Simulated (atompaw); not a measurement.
**Building the PAW (atompaw) potential for K (LDA (PW92), scalar-relativistic).**

| Quantity | Value |
| --- | --- |
| Element | potassium |
| Generator | atompaw 4.2.0.5 |
| Type | PAW |
| Functional | LDA (PW92) |
| Relativity | scalar-relativistic |
| Frozen core | [Ne] 3s2 |
| Valence charge | 7 |
| Reference configuration | 3p6 3d0 4s0 4p1 |
| Partial waves | 4s (bound, empty): rc 3.00 bohr; 4s channel at 1.65 Ry: rc 3.00 bohr; 3p (bound): rc 1.60 bohr; 4p (bound): rc 3.00 bohr; 3d (bound, empty): rc 3.00 bohr; 3d channel at 0.55 Ry: rc 3.00 bohr |
| Local potential | bessel scheme, radius 2.95 bohr |
| Core correction | smooth core density matched at 2.25 bohr |
| Augmentation charge | gaussian compensation charge, radius 2.95 bohr; PAW radius 3.00 bohr; waves and projectors: custom polynom2 7 10 vanderbiltortho |

All-electron outer shells of the reference configuration (LDA (PW92), scalar-relativistic, ld1.x):

```
shell  level (eV)  outermost node (bohr)  outermost maximum (bohr)
   2p     -281.53                      –                      0.26
   3s      -36.69                   0.48                      1.07
   3p      -20.32                   0.45                      1.15
   4s       -3.09                   1.58                      3.88
   4p       -1.41                   1.86                      5.64
   3d       -0.52                      –                      5.71
```

(1) Estimate the cutoffs (Ry, on a coarse ladder) from which the occupation-weighted sum of valence levels, in a spherical-Bessel basis at the reference potential, stays within 10 and 1 mRy of its value at 400 Ry.

(2) What does a ghost test show?

(3) Is the overlap operator S = 1 + Σ q|β⟩⟨β| positive definite (Bessel basis up to 400 Ry)?

(4) Which valence shell sets the plane-wave cutoff?

## Answers

(1) 21 Ry and 25 Ry.

(2) No extra level below or beside the all-electron valence levels (s, p, d, f tested).

(3) Yes: its lowest eigenvalue is 0.48 (p channel).

(4) 3p: its level needs 21 Ry to come within 1 mRy, against 6 Ry for 4p.
